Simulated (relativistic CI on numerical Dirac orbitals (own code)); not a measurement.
How well does a small relativistic CI reproduce Cu II?

Calculated at this level of theory: Dirac-Coulomb-Breit CI, KLI orbitals optimised for each configuration, model QED, valence Slater integrals scaled by 0.85, P86 correlation energy added to each configuration (own radial code, finite nucleus).

Configuration list (outside the closed core [Ar]): 3d10, 3d9.4s, 3d9.4p, 3d8.4s2, 3d9.5s, 3d8.4s.4p, 3d9.4d, 3d9.5p, 3d9.6s, 3d9.4f, 3d9.5d, 3d9.6p, 3d9.5f, 3d9.5g, 3d9.6d, 3d9.6f, 3d8.4s.5s, 3d8.4p2. Levels of other configurations are missing.

```
Configuration  Term (tabulated)  J  Measured (cm⁻¹)  Computed   Error  Purity (%)
         3d10                1S  0              0.0         0       0          99
       3d9.4s                3D  3          21928.8     11647  -10282         100
       3d9.4s                3D  2          22847.1     12575  -10273          92
       3d9.4s                3D  1          23998.4     13651  -10347         100
       3d9.4s                1D  2          26264.6     16268   -9997          92
       3d9.4p               3P°  2          66418.7     53719  -12700          98
       3d9.4p               3P°  1          67916.6     55112  -12804          97
       3d9.4p             3F° †  3          68447.7     55910  -12538          69
       3d9.4p             3F° †  4          68730.9     55966  -12765          99
       3d9.4p               3P°  0          68850.3     55979  -12872          99
       3d9.4p               3F°  2          69868.0     57174  -12694          90
       3d9.4p               3D°  1          73102.0     60076  -13026          95
       3d9.4p               1P°  1          73595.8     61453  -12143          96
```

Measured levels from NIST Handbook of Basic Atomic Spectroscopic Data (Sansonetti and Martin, J. Phys. Chem. Ref. Data 34, 1559 (2005)); pairs were made by configuration, J and term (by order where the table uses no LS term), so strongly mixed levels may be paired wrongly.

Mean error by configuration (cm⁻¹): 3d9.4s -10225; 3d9.4p -12707. Over the excited levels the mean absolute error is 11714 cm⁻¹ (12 of the 15 excited levels that our extract of the source holds in range could be paired, and the others can miss by more), and the median relative error of those above 1,000 cm⁻¹ is 19 %. † marks terms whose computed intervals miss the measured ones by more than a factor of 2.5, or configurations far off the rest, from wrong mixing, a near crossing or a doubtful label or measurement; they are left out of the means.

Transition probabilities of persistent lines. The last column rescales the computed rate by the cube of measured over computed energy:

```tsv
λ measured (Å)	Lower	Upper	A tabulated (s⁻¹)	A computed	A rescaled
1358.77 vacuum	3d10 1S_0	3d9.4p 1P°_1	3.17e+08	2.71e+08	4.65e+08
2135.98 air	3d9.4s 3D_3	3d9.4p 3F°_4	3.33e+08	3.96e+08	4.67e+08
2192.27 air	3d9.4s 3D_2	3d9.4p 3F°_3	2.54e+08	2.73e+08	3.18e+08
2247.00 air	3d9.4s 3D_3	3d9.4p 3P°_2	3.27e+08	3.21e+08	3.79e+08
```
